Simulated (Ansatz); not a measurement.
Correlation energies of F$_{2}$H$_{3}$OSi$_{2}$ (`F[Si](F)O[SiH3]`) radical by basis set

Z-matrix (Å, degrees):
```
Si
O 1 1.646
H 1 1.482 2 109.3
H 1 1.484 2 109.4 3 -120.3
H 1 1.481 2 107.8 3 119.9
Si 2 1.607 1 152.1 3 80.0
F 6 1.587 2 108.2 1 174.7
F 6 1.590 2 109.7 1 -69.3
```

Total charge 0; spin multiplicity 2. The structure was optimised at the PBE0-D4/def2-TZVP level. It is one conformer, not always the lowest. Frozen core, unrestricted reference, the Gaussian-basis code of Ansatz. CBS rows extrapolate triple and quadruple zeta; past MP2 they add the triple-zeta difference.

```
     basis     HF (Eh)  MP2 corr.  CCSD corr.       (T)  CCSD(T) total
  def2-SVP  -853.11632   -0.71923    -0.74922  -0.01324     -853.87878
def2-TZVPP  -853.70315   -0.94357           ?  -0.02979              ?
def2-QZVPP           ?   -1.02928           –         –              –
 CBS(def2)  -853.74122          ?           ?     as TZ              ?
```

Q: Fill in the withheld values. (Best estimate.)

A: The calculation gave: def2-TZVPP CCSD corr.: -0.96762; def2-TZVPP CCSD(T) total: -854.70056; def2-QZVPP HF (Eh): -853.73661; CBS(def2) MP2 corr.: -1.09277; CBS(def2) CCSD corr.: -1.11682; CBS(def2) CCSD(T) total: -854.88783.
